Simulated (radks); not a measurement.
Fractional charge and spin in the 6s shell of lanthanum: the spin-up occupation runs from 0 to 1 and the spin-down occupation from 0 to 1; the fullest corner is La, [Xe] 5d(up 0.5, down 0.5) 6s(up 1, down 1). Method: scalar-relativistic Kohn-Sham, PBE, spin-polarised, spherical densities, finite nucleus; Fermi nuclear charge, rms radius of each element as measured or else 0.836 A^(1/3) + 0.57 fm; computed with a radial shooting solver on a logarithmic mesh with Libxc functionals. Energy (eV) minus the two flat planes that join the four corners (they meet along the diagonal where the two added fractions sum to one electron); zero is where a piecewise linear energy would lie.

| down \ up | 0 | 0.25 | 0.5 | 0.75 | 1 |
|---|---|---|---|---|---|
| 0 | 0.000 | -0.461 | -0.609 | -0.454 | 0.000 |
| 0.25 | -0.461 | -0.567 | -0.370 | 0.122 | -0.409 |
| 0.5 | -0.609 | -0.370 | 0.163 | -0.330 | -0.540 |
| 0.75 | -0.454 | 0.122 | -0.330 | -0.502 | -0.402 |
| 1 | 0.000 | -0.409 | -0.540 | -0.402 | 0.000 |

Corners above the fullest one (they belong to La+ and the next ion): (up 1, down 0) 5.803 eV, (up 0, down 1) 5.803 eV, (up 0, down 0) 16.854 eV. With half an added electron in each spin the energy lies 0.163 eV from the planes, and with half an added electron in spin up alone -0.609 eV. The planes are only a guide here: the flat-plane condition holds for ground states with one frontier orbital, while this shell lies below other occupied shells, so the corners above the fullest one are inner-hole states and not the ground states of those ions.
